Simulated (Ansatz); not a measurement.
Consider the ligand exchange at the Si–C bond: `CC[Si]CC` + H–F → `CC[Si]F` + `CC`.

Gas-phase electronic energies from Ansatz, PBE0-D4/def2-TZVP geometries. CCSD(T)/CBS adds triple-zeta CCSD(T) − MP2 to the extrapolated MP2 energy (def2 sets, frozen cores). This one scheme is used for every species. Functionals use def2-TZVPP. B3LYP here is the variant with VWN-RPA as its local correlation; programs differ in this. One conformer a species, not always the lowest.

| level | ΔE (kcal/mol) | difference from CCSD(T)/CBS |
| --- | --- | --- |
| LDA (SPW92) | -42.6 | 0.8 |
| B97M-V | -47.5 | -4.1 |
| r2SCAN0-D4 | -45.0 | -1.6 |
| ωB97X-V | -46.0 | -2.6 |
| B3LYP | -49.8 | -6.4 |
| BHLYP | -50.0 | -6.6 |
| LC-ωPBE | -46.4 | -3.0 |
| HF/def2-SVP | -49.9 | -6.5 |
| MP2/def2-SVP | -44.8 | -1.4 |
| SCS-MP2/def2-QZVPP | -45.1 | -1.7 |
| CCSD(T)/CBS | -43.4 | 0 |

Largest T1 diagnostic among the species: 0.013.

Leaving LDA and LC-ωPBE aside and taking each functional with its dispersion term where it has one, the values, not all of them listed here, spread over 6.8 kcal/mol, from CAM-B3LYP-D4 to revPBE-D4. LDA lies +2.7 kcal/mol from PBE without D4. The D4 term adds +3.7 kcal/mol with B3LYP and +2.1 kcal/mol with PBE0; it sums over pairs of atoms, weighted by their polarisabilities, and B3LYP, whose exchange is more repulsive, gets the larger term. In def2-TZVPP, CCSD(T) changes the Hartree–Fock value by +8.1 kcal/mol (the triples alone add +1.1 kcal/mol) and MP2 by +8.7 kcal/mol.
